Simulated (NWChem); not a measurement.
Species: ZnHSCl; SMILES [Cl][Zn][SH]

```xyz
4

Zn    -0.0145     0.0167     0.0000
Cl    -0.0060     2.1294     0.0000
S     -0.0486    -2.1555     0.0000
H      1.3151    -2.2147     0.0000
```
Atoms are numbered in this order, from 1.

Results from NWChem. Pople sets run with spherical d functions. All runs use the structure optimised with PBE-D3(BJ)/def2-SVP. Ions are spin-unrestricted doublets at the neutral geometry; other ion states weren't tried. Functional: LC-ωPBE (HJS hole) with 6-31G*; the question gives the range parameter ω in 1/bohr.

**Question.** Predict the results for range parameter (1/bohr) 0.30. Quantities: vertical ionisation energy, ΔSCF (eV); −ε(HOMO) (eV).

**Answer.** 
```
Property                               Value
-------------------------------------  -----
vertical ionisation energy, ΔSCF (eV)  10.10
−ε(HOMO) (eV)                           9.86
```
